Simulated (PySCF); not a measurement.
How methods differ on the ionisation energy of Pm⁵⁹⁺

Pm⁵⁹⁺ 1s2 (1S) → Pm⁶⁰⁺ 1s1 (2S), as a difference of total energies. Calculation: PySCF 2.14, in an uncontracted even-tempered set (17 s from 150 bohr⁻², ratio 2.2; 7 p from 220 bohr⁻², ratio 2.4; 4 d from 660 bohr⁻², ratio 2.4; 3 f from 990 bohr⁻², ratio 2.4; 3 g from 1500 bohr⁻², ratio 2.4); scalar relativity by spin-free X2C-1e. Correlated levels: nothing frozen; virtual orbitals above 40 to 60 times the deepest correlated orbital energy dropped. The calculations carry no spin-orbit coupling.

```csv
method,ionisation energy (eV),difference from reference (eV)
UHF,52248.8,+104.5
LDA,52177.6,+33.3
PBE,52247.6,+103.3
PBE0,52248.2,+103.9
r2SCAN,52254.6,+110.3
PBEsol,52221.2,+76.9
MN15,52321.4,+177.1
MP2 (all electrons),52250.5,+106.2
SCS-MP2 (all electrons),52250.9,+106.6
```

Reference: 52144.29 ± 0.06 eV (theoretical estimate listed by NIST; NIST Atomic Spectra Database, ionization energies).

For this ion Breit and QED terms and the two-electron picture change, all absent here, outweigh the differences among the correlated methods.
